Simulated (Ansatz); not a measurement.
`F[Si]F` + CH₃OH → `CO[Si]F` + H–F at 298.15 K and 1 bar (ligand exchange at the Si–F bond).

Gas-phase electronic energies from Ansatz, PBE0-D4/def2-TZVP geometries. CBS: MP2 limit from def2 TZ/QZ plus the TZ coupled-cluster correction, frozen cores. This one scheme is used for every species. Each species was taken in one conformer, which may not be the lowest.

```tsv
species	CCSD(T)/CBS energy (Eh)	H − E (kJ/mol)	S (J/(mol·K))
`F[Si]F`	-488.75686	23.6	256.9
CH₃OH	-115.61712	146.3	238.2
`CO[Si]F`	-503.96814	134.5	307.8
H–F	-100.39570	33.5	173.6
```

H − E and S are ideal-gas, rigid-rotor, harmonic terms from PBE0-D4/def2-TZVP, for one conformer and one mirror image of each species. 1 Eh = 2625.50 kJ/mol, R = 8.31446 J/(mol·K).

Q: By hand: ΔE, ΔH, ΔS and ΔG.

A: ΔE = (-503.96814) + (-100.39570) − (-488.75686) − (-115.61712) = 0.01014 Eh = 26.6 kJ/mol. Δ(H − E) = 134.5 + 33.5 − 23.6 − 146.3 = -1.9, so ΔH = 24.7 kJ/mol. ΔS = 307.8 + 173.6 − 256.9 − 238.2 = -13.7 J/(mol·K). ΔG = 24.7 − 298.15 × (-13.7)/1000 = 28.8 kJ/mol.

Q: By hand: the equilibrium constant, and the temperature at which ΔG would vanish if ΔH and ΔS stayed fixed.

A: log₁₀ K = −ΔG/(RT ln 10) = -5.0. ΔH and −TΔS have one sign here, so there is no such temperature.

The number of gas molecules stays the same, so ΔS is small and ΔH decides. A doubt of 5 kJ/mol in ΔE shifts log₁₀ K by 0.9 here. Other conformers and mirror images would add mixing entropy, several J/(mol·K) or more a flexible species. These are equilibria of isolated gas molecules and say nothing of rates. Largest T1 diagnostic: 0.015 (customary marks: 0.02 for closed shells, 0.045 for open ones).
